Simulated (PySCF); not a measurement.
methyl ethyl ether (C3H8O), singlet, at a GFN2-xTB geometry, atoms displaced at random by about 0.03 Å a coordinate; HF/STO-3G, gradient by finite differences in PySCF.

The PySCF input:
```python
from pyscf import gto, scf

mol = gto.Mole()
mol.atom = '''
    O    -0.00151138   -0.72714183   -0.05936412
    C    -0.04829129    0.67346845    0.01480933
    C     1.26860893   -1.29105142   -0.01866053
    C    -1.43447860    1.19791465    0.04400191
    H     0.53034781    1.12546773    0.93146097
    H     0.57674215    1.07240221   -0.85675570
    H     1.22463278   -2.33369985    0.01992163
    H     1.92380815   -0.91619514   -0.90029855
    H     1.89645022   -0.92727782    0.91894875
    H    -1.92547145    0.81837206   -0.91053560
    H    -2.00365994    0.79505885    0.85385174
    H    -1.48105478    2.23914930    0.05531345
'''
mol.basis = 'sto-3g'
mol.verbose = 4
mol.build()

mf = scf.RHF(mol)
mf.conv_tol = 1e-11
mf.kernel()
scan, done = mf.as_scanner(), []
scan.scf_summary = {}
def energy(d):
    c = mol.atom_coords()
    c[2, 1] += d
    e = scan(mol.set_geom_(c, unit='Bohr', inplace=False))
    done.append(scan.converged)
    return e
h = 0.2
fd = (energy(h) - energy(-h)) / (2 * h)
print('dE/dx =', fd)
```

Q: Write the output that PySCF gives for this input, abridged.

A: 
```
PySCF version 2.14.0

[INPUT] verbose = 4
[INPUT] num. atoms = 12
[INPUT] num. electrons = 34
[INPUT] charge = 0
[INPUT] spin (= nelec alpha-beta = 2S) = 0
[INPUT] symmetry False subgroup None
[INPUT] Mole.unit = angstrom
[INPUT] Symbol           X                Y                Z      unit          X                Y                Z       unit  Magmom
[...]
nuclear repulsion = 133.451785519831
number of shells = 20
number of NR pGTOs = 84
number of NR cGTOs = 28
basis = sto-3g
ecp = {}

******** <class 'pyscf.scf.hf.RHF'> ********
method = RHF
initial guess = minao
damping factor = 0
level_shift factor = 0
DIIS = <class 'pyscf.scf.diis.CDIIS'>
diis_start_cycle = 1
diis_space = 8
diis_damp = 0
SCF conv_tol = 1e-11
SCF conv_tol_grad = None
SCF max_cycles = 50
direct_scf = True
direct_scf_tol = 1e-13
Set gradient conv threshold to 3.16228e-06
Initial guess from minao.
init E= -191.141134979872
[...]
cycle= 1 E= -190.621356677151  delta_E= 0.52  |g|= 0.415  |ddm|= 3.92
[...]
cycle= 2 E= -190.679501900421  delta_E= -0.0581  |g|= 0.118  |ddm|= 0.654
[...]
cycle= 3 E= -190.683858279595  delta_E= -0.00436  |g|= 0.0238  |ddm|= 0.164
[...]
cycle= 4 E= -190.684169659115  delta_E= -0.000311  |g|= 0.00248  |ddm|= 0.0555
[...]
cycle= 5 E= -190.684173774832  delta_E= -4.12e-06  |g|= 0.000529  |ddm|= 0.00642
[...]
cycle= 6 E= -190.684173959916  delta_E= -1.85e-07  |g|= 0.000102  |ddm|= 0.00152
[...]
cycle= 7 E= -190.684173967217  delta_E= -7.3e-09  |g|= 2.81e-05  |ddm|= 0.000295
[...]
cycle= 8 E= -190.684173967785  delta_E= -5.68e-10  |g|= 5.81e-06  |ddm|= 8.87e-05
[...]
cycle= 9 E= -190.684173967807  delta_E= -2.26e-11  |g|= 9.15e-07  |ddm|= 1.67e-05
[...]
cycle= 10 E= -190.684173967808  delta_E= -1.14e-13  |g|= 1.66e-07  |ddm|= 2.5e-06
[...]
Extra cycle  E= -190.684173967807  delta_E= 5.68e-14  |g|= 7.52e-08  |ddm|= 3.73e-07
converged SCF energy = -190.684173967807
Create scanner for <class 'pyscf.scf.hf.RHF'>

WARN: Mole.unit (angstrom) is changed to Bohr

New geometry
   1 O     -0.001511380000  -0.727141830000  -0.059364120000 AA   -0.002856094270  -1.374098912415  -0.112181928426 Bohr
   2 C     -0.048291290000   0.673468450000   0.014809330000 AA   -0.091257312302   1.272670924035   0.027985577788 Bohr
   3 C      1.268608930000  -1.185215977816  -0.018660530000 AA    2.397323436878  -2.239733596531  -0.035263291039 Bohr
   4 C     -1.434478600000   1.197914650000   0.044001910000 AA   -2.710771685550   2.263730609104   0.083151558858 Bohr
   5 H      0.530347810000   1.125467730000   0.931460970000 AA    1.002212111663   2.126825771736   1.760206129022 Bohr
   6 H      0.576742150000   1.072402210000  -0.856755700000 AA    1.089884707993   2.026546472278  -1.619033628660 Bohr
   7 H      1.224632780000  -2.333699850000   0.019921630000 AA    2.314220557365  -4.410053573439   0.037646424655 Bohr
   8 H      1.923808150000  -0.916195140000  -0.900298550000 AA    3.635470519706  -1.731357891258  -1.701317689843 Bohr
   9 H      1.896450220000  -0.927277820000   0.918948750000 AA    3.583771524671  -1.752301121184   1.736561460011 Bohr
  10 H     -1.925471450000   0.818372060000  -0.910535600000 AA   -3.638613701169   1.546499061396  -1.720662910667 Bohr
  11 H     -2.003659940000   0.795058850000   0.853851740000 AA   -3.786368533362   1.502443479412   1.613545939583 Bohr
  12 H     -1.481054780000   2.239149300000   0.055313450000 AA   -2.798787909678   4.231378929012   0.104527271505 Bohr

******** <class 'pyscf.scf.hf.RHF_Scanner'> ********
method = RHF_Scanner
initial guess = minao
damping factor = 0
level_shift factor = 0
DIIS = <class 'pyscf.scf.diis.CDIIS'>
diis_start_cycle = 1
diis_space = 8
diis_damp = 0
SCF conv_tol = 1e-11
SCF conv_tol_grad = None
SCF max_cycles = 50
direct_scf = True
direct_scf_tol = 1e-13
Set gradient conv threshold to 3.16228e-06
init E= -190.689366468811
[...]
cycle= 1 E= -190.685360095503  delta_E= 0.00401  |g|= 0.0264  |ddm|= 0.161
[...]
cycle= 2 E= -190.685679775642  delta_E= -0.00032  |g|= 0.00706  |ddm|= 0.0414
[...]
cycle= 3 E= -190.685706938863  delta_E= -2.72e-05  |g|= 0.00195  |ddm|= 0.0144
[...]
cycle= 4 E= -190.685708744486  delta_E= -1.81e-06  |g|= 0.000332  |ddm|= 0.00379
[...]
cycle= 5 E= -190.685708817165  delta_E= -7.27e-08  |g|= 6.38e-05  |ddm|= 0.000892
[...]
cycle= 6 E= -190.685708819743  delta_E= -2.58e-09  |g|= 1.63e-05  |ddm|= 0.000164
[...]
cycle= 7 E= -190.685708819925  delta_E= -1.82e-10  |g|= 2.84e-06  |ddm|= 4.98e-05
[...]
cycle= 8 E= -190.685708819931  delta_E= -5.85e-12  |g|= 6.23e-07  |ddm|= 8.02e-06
[...]
Extra cycle  E= -190.685708819931  delta_E= 2.84e-13  |g|= 2.51e-07  |ddm|= 1.22e-06
converged SCF energy = -190.685708819931

WARN: Mole.unit (angstrom) is changed to Bohr

New geometry
   1 O     -0.001511380000  -0.727141830000  -0.059364120000 AA   -0.002856094270  -1.374098912415  -0.112181928426 Bohr
   2 C     -0.048291290000   0.673468450000   0.014809330000 AA   -0.091257312302   1.272670924035   0.027985577788 Bohr
   3 C      1.268608930000  -1.396886862184  -0.018660530000 AA    2.397323436878  -2.639733596531  -0.035263291039 Bohr
   4 C     -1.434478600000   1.197914650000   0.044001910000 AA   -2.710771685550   2.263730609104   0.083151558858 Bohr
   5 H      0.530347810000   1.125467730000   0.931460970000 AA    1.002212111663   2.126825771736   1.760206129022 Bohr
   6 H      0.576742150000   1.072402210000  -0.856755700000 AA    1.089884707993   2.026546472278  -1.619033628660 Bohr
   7 H      1.224632780000  -2.333699850000   0.019921630000 AA    2.314220557365  -4.410053573439   0.037646424655 Bohr
   8 H      1.923808150000  -0.916195140000  -0.900298550000 AA    3.635470519706  -1.731357891258  -1.701317689843 Bohr
   9 H      1.896450220000  -0.927277820000   0.918948750000 AA    3.583771524671  -1.752301121184   1.736561460011 Bohr
  10 H     -1.925471450000   0.818372060000  -0.910535600000 AA   -3.638613701169   1.546499061396  -1.720662910667 Bohr
  11 H     -2.003659940000   0.795058850000   0.853851740000 AA   -3.786368533362   1.502443479412   1.613545939583 Bohr
  12 H     -1.481054780000   2.239149300000   0.055313450000 AA   -2.798787909678   4.231378929012   0.104527271505 Bohr

******** <class 'pyscf.scf.hf.RHF_Scanner'> ********
method = RHF_Scanner
initial guess = minao
damping factor = 0
level_shift factor = 0
DIIS = <class 'pyscf.scf.diis.CDIIS'>
diis_start_cycle = 1
diis_space = 8
diis_damp = 0
SCF conv_tol = 1e-11
SCF conv_tol_grad = None
SCF max_cycles = 50
direct_scf = True
direct_scf_tol = 1e-13
Set gradient conv threshold to 3.16228e-06
init E= -190.666430788683
[...]
cycle= 1 E= -190.639073441572  delta_E= 0.0274  |g|= 0.0583  |ddm|= 0.305
[...]
cycle= 2 E= -190.640562164945  delta_E= -0.00149  |g|= 0.0159  |ddm|= 0.0919
[...]
cycle= 3 E= -190.640689611251  delta_E= -0.000127  |g|= 0.00517  |ddm|= 0.0298
[...]
cycle= 4 E= -190.640704902395  delta_E= -1.53e-05  |g|= 0.000987  |ddm|= 0.0111
[...]
cycle= 5 E= -190.640705653283  delta_E= -7.51e-07  |g|= 0.000169  |ddm|= 0.00301
[...]
cycle= 6 E= -190.640705675128  delta_E= -2.18e-08  |g|= 4.42e-05  |ddm|= 0.000499
[...]
cycle= 7 E= -190.64070567672  delta_E= -1.59e-09  |g|= 9.67e-06  |ddm|= 0.000148
[...]
cycle= 8 E= -190.640705676797  delta_E= -7.76e-11  |g|= 2.22e-06  |ddm|= 3.14e-05
[...]
cycle= 9 E= -190.640705676802  delta_E= -4.6e-12  |g|= 5.17e-07  |ddm|= 7.22e-06
[...]
Extra cycle  E= -190.640705676802  delta_E=    0  |g|= 2.37e-07  |ddm|= 1.14e-06
converged SCF energy = -190.640705676802
dE/dx = -0.11250785782152661
```
